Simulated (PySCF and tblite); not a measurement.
The numbers below are computed, except where a source is named.
5 regioisomers of C₈H₄N₂:

| isomer | SMILES |
| --- | --- |
| A | [CH2:1]=[C:2]1[CH:3]=[C:4]([C:5]#[N:6])[C:7]([C:8]#[N:9])=[CH:10]1 |
| B | [CH2:1]=[C:2]1[C:3]([C:4]#[N:5])=[CH:6][CH:7]=[C:8]1[C:9]#[N:10] |
| C | [CH2:1]=[C:2]1[CH:3]=[C:4]([C:5]#[N:6])[CH:7]=[C:8]1[C:9]#[N:10] |
| D | [CH2:1]=[C:2]1[CH:3]=[CH:4][C:5]([C:6]#[N:7])=[C:8]1[C:9]#[N:10] |
| E | [N:1]#[C:2]/[CH:3]=[C:4]1\[CH:5]=[CH:6][CH:7]=[C:8]1[C:9]#[N:10] |

Each isomer is a Boltzmann average at 298.15 K over at most 3 conformers: GFN2-xTB geometries, energies B3LYP/def2-SVP (IEF-PCM, methanol) (D3(BJ) added where defined), GFN2-xTB thermal terms. Programs: PySCF with density fitting and tblite.

Task: Rank the isomers by free energy at 298.15 K.

Result: 
```
isomer  ΔG (kcal/mol)  ΔE, lowest conformer  conformers  largest weight %  rms dipole (D)
     B            0.0                   0.0           1               100            1.99
     C            0.7                   1.2           1               100            5.07
     D            2.2                   2.7           1               100            8.82
     A            2.6                   2.7           1               100           11.05
     E            2.7                   3.2           1               100            4.83
```
